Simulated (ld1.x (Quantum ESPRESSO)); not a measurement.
# Configuration tests for selenium (Se) (PAW)

ld1.x (Quantum ESPRESSO) 7.5 input, shortened:

```
&input
   title='Se', zed=34., rel=2, dft='PBE', iswitch=3,
   config='[Ar] 3d10 4s2 4p3', rel_dist='average'
 /
 &inputp
   pseudotype=3, lpaw=.true., tm=.true., lloc=-1, rcloc=1.80,
   nlcc=.true., new_core_ps=.true.,
   which_augfun='PSQ', rmatch_augfun_nc=.true.
 /
6
4S  1  0   2.00   0.00  1.35  1.60  0.0
4S  1  0   0.00   1.85  1.35  1.60  0.0
4P  2  1   3.00   0.00  1.50  1.85  0.0
4P  2  1   0.00  -0.15  1.50  1.85  0.0
3D  3  2  10.00   0.00  1.00  1.20  0.0
3D  3  2   0.00  -1.10  1.00  1.20  0.0
 &test
   configts(1)='3d10 4s2 4p3'
 /
```

Open shells are filled in proportion to 2j + 1 (rel_dist='average').

Energies are relative to the spin-unpolarised reference configuration 3d10 4s2 4p3; without spin polarisation the order of configurations can differ from experiment. Not all tests gave a result: 1 of 7 tests not solved or not reliable. Left out of the table: 3d10 4s2 4p0 (solver errors, printed error -2395 eV).

```json
{"valence configuration": "3d10 4s2 4p4", "charge": "0", "ΔE all-electron (eV)": "-10.849", "error AE − PS (meV)": "0.0"}
{"valence configuration": "3d10 4s2 4p2", "charge": "+2", "ΔE all-electron (eV)": "20.353", "error AE − PS (meV)": "-0.3"}
{"valence configuration": "3d10 4s2 4p1", "charge": "+3", "ΔE all-electron (eV)": "51.227", "error AE − PS (meV)": "-2.4"}
{"valence configuration": "3d10 4s1 4p5", "charge": "0", "ΔE all-electron (eV)": "0.025", "error AE − PS (meV)": "-0.1"}
```

(1) What are ΔE and the potential's error for 3d10 4s2 4p4.3?

(2) What are ΔE and the potential's error for 3d10 4s0 4p6?

Levels in the configuration 3d10 4s2 4p4.3:

```json
{"level": "3d j=3/2", "all-electron (eV)": "-50.908", "pseudo (eV)": "-50.901"}
{"level": "3d j=5/2", "all-electron (eV)": "-50.014", "pseudo (eV)": "-50.007"}
{"level": "4s j=1/2", "all-electron (eV)": "-14.721", "pseudo (eV)": "-14.721"}
{"level": "4p j=1/2", "all-electron (eV)": "-4.376", "pseudo (eV)": "-4.376"}
{"level": "4p j=3/2", "all-electron (eV)": "-4.020", "pseudo (eV)": "-4.020"}
```

The ghost test of this file was not conclusive.

Results:

(1) ΔE = -12.443 eV all-electron; the error (AE − PS) is 0.0 meV.

(2) ΔE = 11.100 eV all-electron; the error (AE − PS) is -0.3 meV.
